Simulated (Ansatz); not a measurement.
Total energies of C$_{2}$H$_{6}$Cl$_{2}$O$_{2}$Si, SMILES `CO[Si](Cl)(Cl)OC`.

```xyz
13

C    -0.311   -2.302   -0.179
O    -0.288   -0.912   -0.433
Si   -0.565    0.264    0.637
Cl    0.724    0.044    2.211
Cl   -2.463    0.183    1.348
O    -0.372    1.695   -0.068
C     0.825    2.159   -0.667
H    -0.033   -2.814   -1.100
H    -1.312   -2.627    0.120
H     0.402   -2.569    0.607
H     0.644    3.174   -1.020
H     1.644    2.176    0.058
H     1.106    1.529   -1.514
```

The species carries charge 0 and has multiplicity 1. Geometry: relaxed with PBE0-D4/def2-TZVP. It is one conformer, not always the lowest. Basis def2-TZVPP, Ansatz.

RPA on PBE orbitals: Hartree–Fock energy of these orbitals -1437.14049 Eh, correlation -2.10112 Eh (frozen core).

```json
{"functional": "B3LYP", "energy without D4 (Eh)": "-1440.54192", "D4 term (kJ/mol)": "-60.3"}
{"functional": "B2PLYP", "energy without D4 (Eh)": "-1439.94505", "D4 term (kJ/mol)": "–"}
```

Task: Give the same for LDA (SPW92), PBE, revPBE, BLYP, r2SCAN, B97M-V, PBE0, r2SCANh, r2SCAN0, HSE06 (plane-wave form), BHLYP, CAM-B3LYP, LC-ωPBE, ωB97X-V, ωB97M-V, PBE-QIDH. (Best estimate.)

Result: Ansatz gave: 
| functional | energy without D4 (Eh) | D4 term (kJ/mol) |
| --- | --- | --- |
| LDA (SPW92) | -1434.54504 | – |
| PBE | -1439.69120 | -37.4 |
| revPBE | -1440.17242 | -105.7 |
| BLYP | -1440.40726 | -80.6 |
| r2SCAN | -1440.28664 | -9.6 |
| B97M-V | -1440.13906 | – |
| PBE0 | -1439.80903 | -32.1 |
| r2SCANh | -1440.27070 | -10.3 |
| r2SCAN0 | -1440.24834 | -11.4 |
| HSE06 (plane-wave form) | -1439.77582 | -30.1 |
| BHLYP | -1440.37288 | -47.4 |
| CAM-B3LYP | -1440.43753 | -33.0 |
| LC-ωPBE | -1440.01399 | – |
| ωB97X-V | -1440.23995 | – |
| ωB97M-V | -1440.34833 | – |
| PBE-QIDH | -1439.53453 | – |

B3LYP takes the VWN-RPA correlation (the form of Gaussian; ORCA's B3LYP/G). HSE06 is the plane-wave form, built on full-range PBE exchange. The double hybrids freeze the cores in their second-order part.

LC-ωPBE has ω = 0.4 bohr⁻¹.
